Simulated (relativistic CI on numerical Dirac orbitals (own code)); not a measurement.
Calculated at this level of theory: Dirac-Coulomb-Breit CI, KLI orbitals optimised for each configuration, a model potential for QED, unscaled Slater integrals (own radial code, finite nucleus).

The strongest absorption lines from the ground level of an ion, among the configurations computed and to levels below about 1370 eV (vacuum wavelength in Å, gf): 12.054 (0.15), 14.120 (0.58), 34.986 (2.3), 52.079 (1.5), 69.179 (0.015).

Question: Which ion is it?
A. Ta37+
B. Tl43+
C. Ac53+
D. Tl45+

Answer: D. Tl45+ has 36 electrons and the ground level 4s²4p⁶ ¹S0; the strongest line goes to 4s²4p⁵4d ¹P°1. The pattern of lines fixes the number of electrons, and along that sequence the line energies rise steadily with the charge (about as its square where n changes within one kind of shell, about linearly where n is kept but much faster in heavy ions where fine structure, which grows about as Z⁴, sets the gap, and irregularly where shells cross), which fixes Z. Configurations outside the model, such as inner-shell arrays, can give stronger lines. At this charge energies of transitions that change n are usually good to better than 1 %, and those within a shell (Δn = 0) to a few per cent.

LS names give the leading component of a level, which can be under half, so a name can repeat, a term be missing and a line seem to break the LS rules.
